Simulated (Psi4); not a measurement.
C2H8N2Zn (SMILES C[N](C)[Zn][NH2]), singlet, at a GFN2-xTB geometry (such geometries of metal compounds can be far from the true shape); CAM-B3LYP/def2-TZVPD in Psi4 1.11.

Here is a job for Psi4.
```
memory 2 GB

molecule mol {
0 1
  Zn   -0.068170    0.724027    0.144239
  N    -0.071533    2.249299   -0.920097
  H     0.421203    3.072941   -0.601884
  H    -0.994953    2.570961   -1.183751
  N    -0.123053   -1.147605   -0.002171
  C    -0.669503   -2.030521    1.003184
  C     1.061127   -1.729930   -0.597124
  H    -0.953146   -2.977536    0.528056
  H     0.045487   -2.263692    1.807005
  H    -1.561321   -1.588724    1.443636
  H     1.833053   -1.986744    0.144960
  H     0.781189   -2.654547   -1.116345
  H     1.485946   -1.042613   -1.329340
}

set basis def2-tzvpd
set reference rks

energy('cam-b3lyp')
print_variables()
```

What the program printed (banner, timings and long lists left out):

```
   => Loading Basis Set <=

    Name: DEF2-TZVPD
    Role: ORBITAL
    Keyword: BASIS

         ---------------------------------------------------------
                                   SCF
               by Justin Turney, Rob Parrish, Andy Simmonett
                          and Daniel G. A. Smith
                              RKS Reference
         ---------------------------------------------------------

  ==> Geometry <==

    Molecular point group: c1
    Full point group: C1

    Geometry (in Angstrom), charge = 0, multiplicity = 1:

       Center              X                  Y                   Z               Mass
    ------------   -----------------  -----------------  -----------------  -----------------
         ZN          -0.057543761738     0.646086932784     0.137229703442    63.929142010000
         N           -0.060906761738     2.171358932784    -0.927106296558    14.003074004430
         H            0.431829238262     2.995000932784    -0.608893296558     1.007825032230
         H           -0.984326761738     2.493020932784    -1.190760296558     1.007825032230
         N           -0.112426761738    -1.225545067216    -0.009180296558    14.003074004430
         C           -0.658876761738    -2.108461067216     0.996174703442    12.000000000000
         C            1.071753238262    -1.807870067216    -0.604133296558    12.000000000000
         H           -0.942519761738    -3.055476067216     0.521046703442     1.007825032230
         H            0.056113238262    -2.341632067216     1.799995703442     1.007825032230
         H           -1.550694761738    -1.666664067216     1.436626703442     1.007825032230
         H            1.843679238262    -2.064684067216     0.137950703442     1.007825032230
         H            0.791815238262    -2.732487067216    -1.123354296558     1.007825032230
         H            1.496572238262    -1.120553067216    -1.336349296558     1.007825032230

  Running in c1 symmetry.

  Rotational constants: A =      0.27409  B =      0.06238  C =      0.05374 [cm^-1]
  Rotational constants: A =   8216.86411  B =   1870.24362  C =   1611.06060 [MHz]
  Nuclear repulsion =  338.795099626731144

  Charge       = 0
  Multiplicity = 1
  Electrons    = 64
  Nalpha       = 32
  Nbeta        = 32

  ==> Algorithm <==

  SCF Algorithm Type is DF.
  DIIS enabled.
  MOM disabled.
  Fractional occupation disabled.
  Guess Type is SAD.
  Energy threshold   = 1.00e-06
  Density threshold  = 1.00e-06
[...]
   @DF-RKS iter   7: -1970.00337824247981   -8.01227e-03   1.15919e-04 ADIIS/DIIS
   @DF-RKS iter   8: -1970.00367077599958   -2.92534e-04   6.04341e-05 DIIS
   @DF-RKS iter   9: -1970.00380082135325   -1.30045e-04   1.68068e-05 DIIS
   @DF-RKS iter  10: -1970.00381881167777   -1.79903e-05   4.57897e-06 DIIS
   @DF-RKS iter  11: -1970.00382133844573   -2.52677e-06   1.50240e-06 DIIS
   @DF-RKS iter  12: -1970.00382163253244   -2.94087e-07   4.38940e-07 DIIS
  Energy and wave function converged.

  ==> Post-Iterations <==

   Electrons on quadrature grid:
      Ntotal   =   64.0000056939 ; deviation = 5.694e-06

    Orbital Energies [Eh]
    ---------------------

    Doubly Occupied:

[...]
    Virtual:

[...]
    Final Occupation by Irrep:
              A
    DOCC [    32 ]
    NA   [    32 ]
    NB   [    32 ]

  @DF-RKS Final Energy: -1970.00382163253244

   => Energetics <=

    Nuclear Repulsion Energy =            338.7950996267311439
    One-Electron Energy =               -3413.9344932070989671
    Two-Electron Energy =                1180.6512304045093060
    DFT Exchange-Correlation Energy =     -75.5156584566735773
    Empirical Dispersion Energy =           0.0000000000000000
    VV10 Nonlocal Energy =                  0.0000000000000000
    Total Energy =                      -1970.0038216325324356

Computation Completed

Properties will be evaluated at   0.000000,   0.000000,   0.000000 [a0]

Properties computed using the SCF density matrix

 Multipole Moments:

 ------------------------------------------------------------------------------------
     Multipole            Electronic (a.u.)      Nuclear  (a.u.)        Total (a.u.)
 ------------------------------------------------------------------------------------

 L = 1.  Multiply by 2.5417464519 to convert [e a0] to [Debye]
 Dipole X            :         -1.3101910            1.2851635           -0.0250274
 Dipole Y            :          9.7347525           -9.4262493            0.3085032
 Dipole Z            :          1.6087229           -0.8477387            0.7609843
 Magnitude           :                                                    0.8215216

 ------------------------------------------------------------------------------------

  Variable Map:
  ----------------------------------------------------------------------------
[...]
  Array Variable Map:
  ----------------------------------------------------------------------------
[...]
[...]
```
